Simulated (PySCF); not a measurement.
Isomers of C6H12N2Si2, from PySCF 2.14.0, PBE0-D3(BJ)/def2-SVP geometry optimisation, gas phase. One conformer each, no zero-point energy, no frequencies.

Question: Which is lower in electronic energy at this level?
A. `[cH:1]1[cH:2][cH:3][n:4]([C@@H:5]2[CH2:6][SiH2:7][NH:8][SiH2:9]2)[cH:10]1` with C3–N4–C5–C6 -104°, N4–C5–C6–Si7 -169°, C5–C6–Si7–N8 29°, C6–Si7–N8–Si9 -7°, Si7–N8–Si9–C5 -12°: A = 2413, B = 565.7, C = 515.4 MHz, dipole 2.47 D
B. `Nc1ccc(N([SiH3])[SiH3])cc1`: A = 2001, B = 554.1, C = 454.2 MHz, dipole 2.24 D

Answer: A. That is `[SiH2]1C[C@H]([SiH2]N1)n1cccc1`, 8.3 kcal/mol below the other.

| SMILES | mapped SMILES | E (Eh) | relative (kcal/mol) | relative (kJ/mol) | dipole (D) |
| --- | --- | --- | --- | --- | --- |
| c1ccn([C@@H]2C[SiH2]N[SiH2]2)c1 | [cH:1]1[cH:2][cH:3][n:4]([C@@H:5]2[CH2:6][SiH2:7][NH:8][SiH2:9]2)[cH:10]1 | -923.33386 | 0.0 | 0.0 | 2.47 |
| Nc1ccc(N([SiH3])[SiH3])cc1 | [NH2:1][c:2]1[cH:3][cH:4][c:5]([N:6]([SiH3:7])[SiH3:8])[cH:9][cH:10]1 | -923.32057 | 8.3 | 34.9 | 2.24 |

As drawn, the lower has an Si–C bond, which the higher lacks.
